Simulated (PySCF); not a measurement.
[TlCl]2+ at several levels of theory

Computed with PySCF 2.14.0 (density fitting, no spin-orbit coupling) at the geometry relaxed with r2SCAN:

```xyz
2
[TlCl]2+ (singlet)
Tl    0.0000    0.0000   -0.3510
Cl    0.0000    0.0000    2.0577
```

```
 level                                  basis    state  HOMO (eV)  gap (eV)  charge on Tl1 (e)  dipole about the centre of mass (D)  largest force component (eV/Å)
r2SCAN    Tl def2-SVP with ECP60, Cl def2-SVP  singlet     -21.35      0.18               1.57                                 0.44                            0.01
r2SCAN  Tl def2-TZVP with ECP60, Cl def2-TZVP  singlet     -21.23      0.22               1.61                                 0.80                            0.80
r2SCAN           Tl x2c-SVPall, Cl x2c-SVPall  singlet     -21.37      0.16               1.58                                 0.53                            0.61
```

Charges are Mulliken's, which hang on the basis. The relaxation used the grid (50, 194), these runs (75, 302) or, all-electron (x2c bases, spin-free X2C Hamiltonian), (99, 590).

A further run in the first row's basis gives HOMO (eV) -21.15, gap (eV) 0.05, charge on Tl1 (e) 1.55, dipole about the centre of mass (D) 0.57, largest force component (eV/Å) 0.20. Which level was it?
A. HF
B. TPSS
C. TPSSh

B. The others give HOMO -21.71 eV (TPSSh); -25.76 eV (HF).

In the first row's basis the gap widens with exact exchange: 0.0 to 0.2 eV for TPSS, r2SCAN (none); 1.0 eV for TPSSh (a fixed share); 9.3 eV for Hartree–Fock (rising or full at long range).

The relaxed state isn't the lowest spin state tried at its geometry. No frequency check is given that shows the relaxed geometry to be a minimum. The gap of the closed shell is small, and it wasn't tested for a lower spin-broken solution at this geometry.

Small gap, closed shell not tested for a spin-broken solution: TPSS, TPSSh, r2SCAN (small-core/TZVP), r2SCAN (x2c-SVP).
